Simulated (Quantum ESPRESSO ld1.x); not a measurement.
Values are calculated unless marked as measured or tabulated.
One sound ld1.x (Quantum ESPRESSO 7.5) input for neutral selenium gives E = -2430.391 hartree in 35 iterations:

```
 &input
    zed=34.0,
    iswitch=1,
    rel=1,
    dft='BLYP',
    config='[Ar] 3d10 4s2 4p4',
    prefix='ld1',
    max_out_wfc=37,
    file_charge='ld1.rho',
 /
```

Changed or added lines, one case at a time, and what came of them:

- iswitch=5: refused. The program stops in ld1_readin with "wrong iswitch": iswitch takes 1 to 4.
- config='[Ar] 3d10 4s2 4p': refused. The program stops in el_config with "no occupancy field?": each term needs its occupation.
- config='[Yb] 3d10 4s2 4p4': refused. The program stops in el_config with "wrong core: Yb": the cores known are He, Ne, Ar, Kr, Xe, Hg and Rn.
- tr2=1e-30: usable despite the warning. The threshold lies below the rounding noise, so the cycle runs to its limit and warns, but the energy differs from the sound run by less than 1e-5 hartree.
- atom='Jo' (without zed): crashed. The symbol names no element; the program warns, takes a nuclear charge of zero and dies without a result.
- lsd=2: refused. The program stops in ld1_readin with "lsd not correct": lsd takes 0 or 1.
- atom='Se': harmless. atom and zed name the same element, and the result equals that of the sound run.
